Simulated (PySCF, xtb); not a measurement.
CH₅FO₂Si₂, SMILES O=CO[SiH2][SiH2]F.

GFN2-xTB (xtb) at its own geometry gives an orbital gap of 3.74 eV and a dipole moment of 3.31 D.

The structure is a stationary point at B3LYP-D3(BJ)/def2-SVP. The structure was generated by enumeration, and PubChem lists no compound with its InChIKey, so it may never have been made. One conformer was computed; it need not be the lowest.

Q: What does PBE/def2-TZVP (PySCF) give? (Estimate from the structure and the level; the computed values follow.)

A: gap 5.24 eV (levels -6.97 and -1.73 eV), dipole 2.48 D.
